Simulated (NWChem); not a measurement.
All runs are NWChem calculations. System: H3NOSi, charge 1, spin multiplicity 2, at the geometry of a parent with another charge or spin, in a state set for the comparison that need not be this species' ground state. Its SCF solution wasn't tested for a lower state.

The NWChem input:

```
start mol
memory heap 100 mb stack 700 mb global 1900 mb
charge 1
geometry units angstroms nocenter noautoz
  Si    -0.080730    -0.650034     0.000000
  O     -1.322306     0.473795     0.000000
  H     -1.134594     1.419401     0.000000
  N      1.318844     0.364594     0.000000
  H      1.362338     1.381126     0.000000
  H      2.249021    -0.042570     0.000000
  symmetry group Cs
end
basis spherical
  * library 3-21g
end
scf
  rohf
  nopen 1
  maxiter 100
  thresh 1e-7
  semidirect memsize 60000000 filesize 0
  # guess.movecs holds the orbitals of an unrestricted PBE0 run
  vectors input guess.movecs swap 14 16 output mol.movecs
end
tce
  freeze core 7
  ccsd(t)
  2eorb
  2emet 13
  thresh 1e-6
  maxiter 100
  tilesize 24
end
task tce energy
```

The output up to the point where the run's verdict is printed (cleaned and shortened):

```
             Northwest Computational Chemistry Package (NWChem) 7.3.0
             --------------------------------------------------------

                                NWChem Input Module
                                -------------------

 Scaling coordinates for geometry "geometry" by  1.889725989
 (inverse scale =  0.529177249)

 Turning off AUTOSYM since
 SYMMETRY directive was detected!

                             Geometry "geometry" -> ""
                             -------------------------

 Output coordinates in angstroms (scale by  1.889725989 to convert to a.u.)

  No.       Tag          Charge          X              Y              Z
 ---- ---------------- ---------- -------------- -------------- --------------
    1 Si                  14.0000    -0.08073000    -0.65003400     0.00000000
    2 O                    8.0000    -1.32230600     0.47379500     0.00000000
    3 H                    1.0000    -1.13459400     1.41940100     0.00000000
    4 N                    7.0000     1.31884400     0.36459400     0.00000000
    5 H                    1.0000     1.36233800     1.38112600     0.00000000
    6 H                    1.0000     2.24902100    -0.04257000     0.00000000

 Effective nuclear repulsion energy (a.u.)     102.2467760960

            Nuclear Dipole moment (a.u.)
            ----------------------------
        X                 Y               Z
 ---------------- ---------------- ----------------
     0.0000094486    -0.0000018897     0.0000000000

      Symmetry information
      --------------------

 Group name             Cs
 Group number              2
 Group order               2
 No. of unique centers     6

      Symmetry unique atoms

     1    2    3    4    5    6


 Summary of "ao basis" -> "" (spherical)
 ------------------------------------------------------------------------------
       Tag                 Description            Shells   Functions and Types
 ---------------- ------------------------------  ------  ---------------------
 *                           3-21g                    on all atoms

 Summary of "ao basis" -> "ao basis" (spherical)
[...]
   43  44.3545556223055   0.1461117960253     0.1     0.1
   446437.8058546868369 -28.5770125651882     0.1     0.1
   45************************************     0.1     0.1
   46   0.2591853364779  -0.2778693370066     0.1     0.1
   47   0.9784139692183  -0.2826766545742     0.1     0.1
   48  51.1604904762882   0.2132654637590     0.1     0.1
   49****************** -43.6498843234759     0.1     0.1
   50************************************     0.1     0.1
   51   0.2613803006290  -0.2779214039771     0.1     0.1
   52   0.9019113189514  -0.2823544284006     0.1     0.1
   53  42.2876193360110   0.1256333537200     0.1     0.1
   544941.3462825392380 -24.5504770836214     0.1     0.1
   55************************************     0.1     0.1
   56   0.2850025963806  -0.2780559422915     0.1     0.1
   57   1.0394923047746  -0.2814860971688     0.1     0.1
   58  59.2605210048180   0.2934013054215     0.1     0.1
   59****************** -65.4087459785652     0.1     0.1
   60************************************     0.1     0.1
   61   0.2910035625585  -0.2781522144736     0.1     0.1
   62   0.9965398001318  -0.2811142653923     0.1     0.1
   63  53.5881303764231   0.2376132463717     0.1     0.1
   64****************** -49.7502767766756     0.1     0.1
   65************************************     0.1     0.1
   66   0.2982472082088  -0.2782529409343     0.1     0.1
   67   0.9519703692308  -0.2806669985003     0.1     0.1
   68  48.0923023236836   0.1833003392506     0.1     0.1
   699819.0450920663170 -36.4763135706754     0.1     0.1
   70************************************     0.1     0.1
   71   0.3166108238244  -0.2784356868802     0.1     0.1
   72   1.0170387470975  -0.2798919860496     0.1     0.1
   73  56.3577311201577   0.2654593328392     0.1     0.1
   74****************** -57.1868398835443     0.1     0.1
   75************************************     0.1     0.1
   76   0.3277991017057  -0.2785954594473     0.1     0.1
   77   0.9975457836337  -0.2793307927498     0.1     0.1
   78  53.8275413080986   0.2406087224759     0.1     0.1
   79****************** -50.4064686851877     0.1     0.1
   80************************************     0.1     0.1
   81   0.3401866880653  -0.2787745142168     0.1     0.1
   82   0.9769405609857  -0.2787155120960     0.1     0.1
   83  51.2223413403698   0.2149181241637     0.1     0.1
   84****************** -43.8327834563047     0.1     0.1
   85************************************     0.1     0.1
   86   0.3563529782471  -0.2790058804548     0.1     0.1
   87   0.9838595312233  -0.2779735440660     0.1     0.1
   88  52.1096247976787   0.2240340450441     0.1     0.1
   89****************** -46.0457256972513     0.1     0.1
   90************************************     0.1     0.1
   91   0.3718622385549  -0.2792475809961     0.1     0.1
   92   0.9690791182348  -0.2772416879378     0.1     0.1
   93  50.2522403859580   0.2057410976433     0.1     0.1
   94****************** -41.5128480196646     0.1     0.1
   95************************************     0.1     0.1
   96   0.3915025277171  -0.2795630899965     0.1     0.1
   97   0.9831767475535  -0.2763728058554     0.1     0.1
   98  52.0167886089706   0.2237769931824     0.1     0.1
   99****************** -45.8577231315763     0.1     0.1
  100************************************     0.1     0.1
  0 ga offset                   0 size_xx_perproc                 251mx    1
 WRITE TENSOR
  filename: ./mol.t1amp.000000
  unit nr:       79
  file size:            251
  rec_mem (KB):     2048
  rec_size:         262144
  number of tasks:            1
  0 ga offset                   0 size_xx_perproc               51879mx    1
 WRITE TENSOR
  filename: ./mol.t2amp.000000
  unit nr:       80
  file size:          51879
  rec_mem (KB):     2048
  rec_size:         262144
  number of tasks:            1
 ------------------------------------------------------------------------
```

The run did not converge; its last values are not results. The next line reads: ccsd_energy_loc: maxiter exceeded 101. NWChem stopped with the message: ccsd_energy_loc: maxiter exceeded 101.
